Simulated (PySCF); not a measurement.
All of these have the formula C6H5Cl. Level of theory: TDDFT CAM-B3LYP/def2-SVPD, vertical, gas phase, core orbitals frozen in the response in PySCF 2.14.0, density-fitted response routines. Geometries: GFN2-xTB; one conformer of each isolated species. Triplets are in the Tamm–Dancoff approximation.

A. `C#C/C=C(\Cl)C=C`
B. `C#C[C@@H]1[C@H]2[C@H](Cl)[C@@H]12`
C. `ClC=C1C=CC=C1`

Lowest singlet levels (six at most, fewer where fewer were computed) with oscillator strengths:

1. 3.42 eV (f 0.009); 4.96 eV (f 0.495); 6.05 eV (f 0.000); 6.59 eV (f 0.001); 6.61 eV (f 0.000); 6.90 eV (f 0.000); T1 2.28 eV
2. 4.79 eV (f 0.675); 5.10 eV (f 0.000); 6.01 eV (f 0.000); 6.22 eV (f 0.003); 6.30 eV (f 0.090); 6.31 eV (f 0.000); T1 2.63 eV
3. 6.46 eV (f 0.000); 6.71 eV (f 0.051); 6.76 eV (f 0.000); 7.29 eV (f 0.005); 7.57 eV (f 0.036); 7.58 eV (f 0.004); T1 5.33 eV

Question: Match each spectrum to its molecule.

Answer: 1 = C, 2 = A, 3 = B.
- A: S1 at 4.79 eV, HOMO→LUMO (94%); Löwdin shares by element: HOMO carbon 64% or more (atoms not listed hold the other 36%); LUMO carbon 66% or more (atoms not listed hold the other 34%); HOMO -7.91 and LUMO -0.85 eV; point group Cs, 3 of its 6 listed states under f = 0.0005.
- B: S1 at 6.46 eV, HOMO→LUMO+6 (42%), HOMO→LUMO+2 (19%), HOMO-2→LUMO+1 (8%); Löwdin shares by element: HOMO carbon 63% or more, chlorine 14% (atoms not listed hold the other 24%); LUMO carbon 42% or more, chlorine 20% (atoms not listed hold the other 38%); HOMO -9.00 and LUMO 1.42 eV; point group Cs, 2 of its 6 listed states under f = 0.0005.
- C: S1 at 3.42 eV, HOMO→LUMO (100%); Löwdin shares by element: HOMO carbon 86% or more; LUMO carbon 63% or more (atoms not listed hold the other 37%); HOMO -7.85 and LUMO -1.16 eV; point group Cs, 3 of its 6 listed states under f = 0.0005.
